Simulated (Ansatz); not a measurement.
Ansatz (a program for electronic structure) input (r2SCAN/def2-TZVPD):

Ansatz 0.2 input:
```yaml
crystal:
  periodic: [false, false, false]
  atoms:
    - {symbol: C, position_ang: [-0.29796038, -1.31738095, -0.17396412]}
    - {symbol: C, position_ang: [-1.33337802, -0.40100868, -0.08942952]}
    - {symbol: C, position_ang: [-0.90687210, 0.91104571, 0.08763964]}
    - {symbol: N, position_ang: [0.38346757, 1.25111316, 0.16816300]}
    - {symbol: C, position_ang: [1.26873666, 0.27501690, 0.07173100]}
    - {symbol: N, position_ang: [0.94542171, -1.02082949, -0.10027659]}
    - {symbol: H, position_ang: [-2.37892738, -0.66367883, -0.15306107]}
    - {symbol: H, position_ang: [-1.62689320, 1.71942106, 0.16788741]}
    - {symbol: H, position_ang: [2.32043870, 0.52623417, 0.13410679]}
basis:
  gaussian:
    orbitals: def2-TZVPD
hamiltonian:
  xc: {name: r2SCAN}
magnetization: {spin_polarized: true, initial_magnetization: 1}
output: {forces: true}
```

End of the output:

```
integrals: 0.16 GiB planned
1207 factors; their error is unknown
0.47 GiB of the device are held for the grids
1.32 GiB of device memory are held for the factors and their scratch space
mean field: 1.59 GiB planned
mean field evaluation 1: about -7165.0283 eV, gradient 4.3e1 eV
mean field evaluation 2: about -7158.0153 eV, gradient 5.7e1 eV
mean field evaluation 4: about -7172.7377 eV, gradient 6.5e0 eV
mean field evaluation 8: about -7172.9645 eV, gradient 2.8e-1 eV
mean field evaluation 16: about -7172.9248 eV, gradient 7.3e-3 eV
mean field -7172.92484084 eV, -263.6001259178 hartree, gradient 4.6e-5 eV, S^2 0.757340; 0 other end points of the search recorded, 0 dependent functions left out
the calculation of the forces begins
reference -7172.92485773 eV, -263.6001265385 hartree; 21, 20 occupied and 228, 229 virtual orbitals, 1207 factors
Total energy: -7172.92485773 eV, -263.6001265385 hartree
Atom 0 at    -0.297960    -1.317381    -0.173964 Å, force    -0.230608     0.101087     0.005909 eV/Å
Atom 1 at    -1.333378    -0.401009    -0.089430 Å, force     0.026648    -0.101680    -0.011970 eV/Å
Atom 2 at    -0.906872     0.911046     0.087640 Å, force     0.119113    -0.065335    -0.004698 eV/Å
Atom 3 at     0.383468     1.251113     0.168163 Å, force    -0.017326     0.159197     0.019457 eV/Å
Atom 4 at     1.268737     0.275017     0.071731 Å, force    -0.178476    -0.081949    -0.015516 eV/Å
Atom 5 at     0.945422    -1.020829    -0.100277 Å, force     0.333361    -0.086379    -0.001048 eV/Å
Atom 6 at    -2.378927    -0.663679    -0.153061 Å, force    -0.079693    -0.010862    -0.003701 eV/Å
Atom 7 at    -1.626893     1.719421     0.167887 Å, force    -0.048790     0.067361     0.007016 eV/Å
Atom 8 at     2.320439     0.526234     0.134107 Å, force     0.075770     0.018560     0.004552 eV/Å
Dipole moment:    -0.329190     0.140742     0.007989 e Å
```

It need not be the lowest isomer of its formula.
